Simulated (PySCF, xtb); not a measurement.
CH₁₀O₂Si₃, SMILES C[Si@H](O)O[SiH2][SiH3].

GFN2-xTB run with xtb at its own geometry gives an orbital gap of 4.42 eV and a dipole moment of 1.41 D.

Coordinates come from a B3LYP-D3(BJ)/def2-SVP optimisation. The structure was generated by enumeration; whether it is a known compound was not checked. One conformer was computed; it need not be the lowest.

### Question
What does PySCF with PBE0/def2-TZVP give? (The exact figures need the calculation; the answer reports its results.)

### Answer
gap 7.67 eV (levels -7.87 and -0.19 eV), dipole 1.62 D.
